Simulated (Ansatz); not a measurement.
Cartesian coordinates in Å:
```
Cl -0.743 -1.139 -2.004
Si -0.353 -0.851 -0.014
C 0.217 0.908 0.270
Br 1.924 1.219 -0.600
H 0.693 -1.805 0.413
H -1.615 -1.075 0.735
H 0.361 1.106 1.333
H -0.485 1.637 -0.133
```

The species carries charge 0 and has multiplicity 1.

Q: List the PBE/def2-TZVPP orbital energies in eV (the Gaussian-basis code of Ansatz). (An estimate is asked.)

A: Ansatz gave: Occupied: -13089.05, -2739.04, -1780.72, -1682.17, -1516.58, -1516.46, -1516.45, -270.49, -249.62, -228.95, -190.31, -190.15, -190.15, -171.22, -170.86, -170.86, -138.39, -95.18, -95.09, -95.08, -67.85, -67.76, -67.76, -67.49, -67.49, -20.76, -20.28, -16.83, -13.27, -11.39, -10.48, -9.71, -9.38, -9.18, -7.89, -7.69, -6.89, -6.69. Lowest empty: -1.57, -0.64, -0.01, 0.69, 1.03, 1.20, 1.34, 3.07.
